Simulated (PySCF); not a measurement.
# r²SCAN beside CCSD(T) along group 14: bonds to O

r²SCAN and CCSD(T) in PySCF with def2-TZVPP on every atom (core potentials on Sn), for the lowest determinant that a PBE0 search found; no spin–orbit coupling.

| molecule | state (unpaired electrons) | r²SCAN Re (Å) | r²SCAN ωe (cm⁻¹) | r²SCAN De (eV) | CCSD(T) Re (Å) | CCSD(T) ωe (cm⁻¹) | CCSD(T) De (eV) |
| --- | --- | --- | --- | --- | --- | --- | --- |
| CO | singlet (closed shell) | 1.127 | 2195 | 11.08 | 1.134 | 2155 | 10.92 |
| SiO | singlet (closed shell) | 1.515 | 1248 | 8.13 | ? | ? | ? |
| GeO | singlet (closed shell) | 1.629 | 1006 | 6.90 | 1.636 | 981 | 6.71 |
| SnO | singlet (closed shell) | 1.828 | 850 | 5.65 | 1.838 | 823 | 5.49 |

(1) Estimate the CCSD(T) values of SiO by adding the mean shift from r²SCAN to CCSD(T) of the other rows, and compare with the calculation.

(2) What are the mean differences of r²SCAN from CCSD(T) over the whole series?

In a basis of this size CCSD(T) is itself not converged; it tends to give bonds that are too long and too weak.

Correlated steps freeze the inner cores (2 to 10 orbitals); shallow outer-core shells are correlated. Spin–orbit coupling is left out, which matters for elements this heavy, above all for dissociation energies. Where the molecule has an RHF reference, its open-shell atoms are computed with UHF. The CCSD T1 diagnostic is raised in GeO, SiO, SnO, a sign that a single reference may not be enough there.

Answers

(1) The mean shifts are +0.8 pm, -31 cm⁻¹ and -0.17 eV, which give 1.523 Å, 1217 cm⁻¹ and 7.96 eV. CCSD(T)/def2-TZVPP gives Re = 1.521 Å, ωe = 1227 cm⁻¹, De = 7.94 eV.

(2) Re -0.7 pm, ωe +28 cm⁻¹, De +0.18 eV.
